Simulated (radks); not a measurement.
Effect of the nuclear size on neutral lead, [Hg] 6p2. All-electron calculation, Dirac Kohn-Sham, BLYP, spin-unpolarised, spherical densities, finite nucleus; open shells fill j = l - 1/2 first; Fermi nuclear charge, rms radius 5.5012 fm. Program: a radial shooting solver on a logarithmic mesh with Libxc functionals. The rms radius is varied about that value; shifts are against it.

| rms radius (fm) | total energy shift (eV) | density at nucleus (e/bohr^3) | 1s1/2 shift (meV) | 2s1/2 shift (meV) | 4p1/2 shift (meV) | 5s1/2 shift (meV) | 5p1/2 shift (meV) | 6s1/2 shift (meV) | 6p1/2 shift (meV) |
|---|---|---|---|---|---|---|---|---|---|
| 4.7255 | -34.6 | 2.925e+06 | -13800 | -2100 | -2.70 | -25.2 | 0.454 | -2.45 | 0.320 |
| 5.0006 | -22.7 | 2.853e+06 | -9030 | -1370 | -1.77 | -16.5 | 0.297 | -1.61 | 0.210 |
| 5.5012 | 0 | 2.737e+06 | 0.000 | 0.000 | 0.000 | 0.000 | 0.000 | 0.000 | 0.000 |
| 5.7047 | 9.57 | 2.694e+06 | 3810 | 579 | 0.751 | 6.95 | -0.124 | 0.678 | -0.088 |
| 6.772 | 62.9 | 2.5e+06 | 25000 | 3800 | 4.98 | 45.7 | -0.809 | 4.45 | -0.581 |

Slopes of the eigenvalues against <r^2> in GHz/fm^2, as finite differences over the two radii next to the reference (eigenvalue slopes, not the field-shift constants of lines): 1s1/2 412000, 2s1/2 62600, 4p1/2 80.9, 5s1/2 752, 5p1/2 -13.5, 6s1/2 73.3, 6p1/2 -9.56.
